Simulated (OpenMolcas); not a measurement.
## Se: from RASSCF to RASPT2

```yaml
Program: OpenMolcas
Basis: ANO-RCC-VTZP [6s5p3d1f]
Scalar_Hamiltonian: DKH2, point nucleus
Active_space: 6 electrons in 9 orbitals (RAS2 4s 4p; RAS3 4d, at most 2 electrons)
State_averaging: 2S+1 = 3 even, 3 roots; 2S+1 = 1 even, 6 roots; 2S+1 = 3 odd, 3 roots
Spin-orbit_coupling: state interaction with AMFI integrals over the reference wave functions, term energies averaged over their components
```

Methods on the same reference wave functions:
A. RASSCF
B. SS-RASPT2, IPEA 0.25 Eh, imaginary shift 0.1 Eh (closed shells correlated: 3d)
C. XMS-RASPT2, IPEA 0.25 Eh, imaginary shift 0.1 Eh (closed shells correlated: 3d)

Energies in cm⁻¹ above 4s² 4p⁴ ³P₂, the measured ground level; measured values from NIST Handbook of Basic Atomic Spectroscopic Data.

```
      Level      A      B      C  Measured
4s² 4p⁴ ³P₂    0.0    0.0    0.0       0.0
4s² 4p⁴ ³P₁   1788   1804   1803      1989
4s² 4p⁴ ³P₀   2368   2370   2370      2534
4s² 4p⁴ ¹D₂  11198   9980  10050      9576
4s² 4p⁴ ¹S₀  23923  22930  23260     22446
```

Deviations, from unrounded energies. A percentage is the sum of absolute deviations over the sum of measured energies, with the sign that they share, or ± where signs differ.

```csv
Against measurement,Levels,A,B,C
mean absolute deviation (cm-1),4,870,310,410
fine structure of the ground term (%),2,-8.1,-7.7,-7.7
other terms of the ground configuration (%),2,+9.7,+2.8,+4.0
```

B lies closest to measurement on these levels and A furthest from it. The largest miss of B in the table is 4s² 4p⁴ ¹S₀, by +480 cm-1. The ranking rests on the paired levels alone, and a cruder setting can come out closer through cancelling errors.

Between B and C the level of the table that moves most is 4s² 4p⁴ ¹S₀, by 330 cm-1 (lowest in B, highest in C). Moves below CASPT2's spread within the term are not significant.

From A to B the spin-free energies of the other terms of 4s² 4p⁴ shown, above ³P, scale by factors of 0.88 to 0.96.

The lowest spin-free term lies below A's lowest term by 0.100 hartree in B, 0.102 hartree in C.

CASPT2 does not keep the components of a term degenerate, so their means are used; among the terms shown or strongly mixed into the levels shown the widest spread is 61 cm-1 (4s² 4p⁴ ¹D, C). Active for correlation alone: 4d; no level in the range computed is led by a configuration that fills it, so any true level of that kind is missing. Without dynamic correlation excited terms often stand tens of per cent too high (terms of higher spin than the ground term too low), and those without a measured partner can miss by more than the paired ones (holds for A). Computed and measured levels are paired by configuration, term and J; levels that our copy of the source lacks, or whose pairing is in doubt (as where it misses far off the trend of its configuration), stay unpaired and out of the deviations. Levels of configurations outside the active space are missing. The table leaves out levels that lie high or whose names do not pair safely across all columns.
